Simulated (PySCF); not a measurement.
Theory: GFN2-xTB geometry, NMR shieldings at PBE0/pcSseg-1/GIAO, in PySCF (non-relativistic Hamiltonian, fast rotation and ring inversion assumed for equivalent nuclei, one conformer, isolated molecule).

Chemical shifts δ = σref − σ; $^{1}$H (31.72 ppm) and $^{13}$C (186.93 ppm) vs TMS, all at this level. Shifts are as computed. Against solution values, carbons near 30 ppm lie about +3 ppm off and those near 130 ppm about +5 ppm. Of 1211 compounds with measured shifts, 218 miss one by over three times the rms of a fit or turn the order of signals round; such compounds aren't used in these exercises.

Question: Order these molecules by the shift of their most shielded carbon, lowest δ first.
A. C=Cc1cncnn1
B. FC(F)(F)CN([SiH3])[SiH3]
C. C/C(=C/C(=O)F)C(C)C

Answer: C (18.0 ppm, methyl carbon), B (59.7 ppm, sp3 CH2 bonded to N), A (133.3 ppm, terminal =CH2 carbon).

Question: Order these molecules by the shift of their most deshielded carbon-bound hydrogen, lowest δ first.
A. C/C(=C/C(=O)F)C(C)C
B. CCCC1=C[SiH2]C=C[SiH2]1
C. FC(F)(F)CN([SiH3])[SiH3]
D. C=Cc1cncnn1

Answer: C (3.51 ppm, hydrogen on an sp3 CH2 bonded to N), A (5.92 ppm, hydrogen on an α carbon of a C=C–C=O unit), B (7.52 ppm, hydrogen on an alkene CH), D (9.91 ppm, hydrogen on an aromatic CH between two ring heteroatoms).

Question: How many $^{13}$C and $^{1}$H signals does each give (equivalence by symmetry and fast rotation, but not about amide C–N or C=N bonds)? `FC(F)(F)CN([SiH3])[SiH3]`, `CCCC1=C[SiH2]C=C[SiH2]1`, `C=Cc1cncnn1`, `C/C(=C/C(=O)F)C(C)C`

Answer: FC(F)(F)CN([SiH3])[SiH3]: 2 C, 2 H; CCCC1=C[SiH2]C=C[SiH2]1: 7 C, 8 H; C=Cc1cncnn1: 5 C, 5 H; C/C(=C/C(=O)F)C(C)C: 6 C, 4 H.
